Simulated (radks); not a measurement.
All-electron atom: Cd VI in [Kr] 4d7 (the NIST ground configuration). Method: Dirac Kohn-Sham, PBE, spin-unpolarised, spherical densities, finite nucleus; open shells are shared between the two j in proportion to 2j + 1; Fermi nuclear charge, rms radius 4.6087 fm; computed with a radial shooting solver on a logarithmic mesh with Libxc functionals. Some entries of the table are withheld. Estimate them.

orbital  occ.  eigenvalue (eV)  r(max) (bohr)
1s1/2       2              (1)        0.01968
2s1/2       2        -4010.958         0.1114
2p1/2       2        -3739.303        0.08597
2p3/2       4        -3546.846        0.09031
3s1/2       2        -809.0593            (2)
3p1/2       2        -700.2154            (3)
3p3/2       4        -665.8064            (4)
3d3/2       4        -473.2952         0.2640
3d5/2       6        -466.2978         0.2669
4s1/2       2        -178.6581         0.7916
4p1/2       2              (5)         0.8220
4p3/2       4              (6)         0.8455
4d3/2     2.8         -80.8737            (7)
4d5/2     4.2         -79.9831            (8)

Answer. 
(1) 1s1/2 eigenvalue (eV): -26584.33
(2) 3s1/2 r(max) (bohr): 0.3240
(3) 3p1/2 r(max) (bohr): 0.3104
(4) 3p3/2 r(max) (bohr): 0.3204
(5) 4p1/2 eigenvalue (eV): -143.1099
(6) 4p3/2 eigenvalue (eV): -136.9551
(7) 4d3/2 r(max) (bohr): 0.9376
(8) 4d5/2 r(max) (bohr): 0.9461
